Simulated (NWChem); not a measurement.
Si2NH5O; SMILES N1[SiH2]O[SiH2]1

```xyz
9

N      0.0000     0.0000     1.2170
Si     1.2453     0.0000    -0.0265
O      0.0000     0.0000    -1.2018
Si    -1.2453     0.0000    -0.0265
H      0.0000     0.0000     2.2359
H      2.1189     1.2221    -0.0999
H      2.1189    -1.2221    -0.0999
H     -2.1189    -1.2221    -0.0999
H     -2.1189     1.2221    -0.0999
```
Atoms are numbered in this order, from 1.

All runs: NWChem. All runs use the structure optimised with PBE-D3(BJ)/def2-SVP.

Task: Predict the results for PBE0/def2-SVPD. Quantities: highest occupied level (eV); orbital gap (eV); dipole (D).

Result: 
```json
{
  "highest occupied level (eV)": "-7.64",
  "orbital gap (eV)": "6.97",
  "dipole (D)": "2.18"
}
```
